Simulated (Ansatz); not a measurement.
CH₄GeS (`S=[CH][GeH3]`). The species carries charge 0 and has multiplicity 1. The structure was optimised at the PBE0-D4/def2-TZVP level.

```xyz
7

S    -0.846   -1.369   -1.794
C    -0.864   -0.638   -0.363
Ge    0.595    0.479    0.327
H    -1.738   -0.758    0.284
H     0.045    1.887    0.613
H     1.095   -0.126    1.651
H     1.713    0.524   -0.718
```

(1) What is the dipole moment at ωB97M-V/def2-TZVPP? (Estimate.)

(2) And with PBE, r2SCAN, B3LYP? (Estimate.)

(3) Give the Mulliken charges with ωB97M-V, B3LYP, PBE in def2-TZVPP. (Estimate.)

Answers

(1) Ansatz gave: 1.59 D, with components (0.06, 0.75, 1.39) D in this frame, pointing from negative to positive charge.

(2) Ansatz gave: PBE 1.51 D, r2SCAN 1.65 D, B3LYP 1.58 D.

(3) Ansatz gave: 
| atom | ωB97M-V | B3LYP | PBE |
| --- | --- | --- | --- |
| S1 | -0.10 | -0.14 | -0.14 |
| C2 | -0.20 | -0.14 | -0.11 |
| Ge3 | 0.08 | 0.15 | 0.13 |
| H4 | 0.14 | 0.13 | 0.12 |
| H5 | 0.02 | 0.00 | 0.00 |
| H6 | 0.02 | 0.00 | 0.00 |
| H7 | 0.03 | 0.01 | 0.01 |

B3LYP here is the variant with VWN-RPA as its local correlation; programs differ in this.
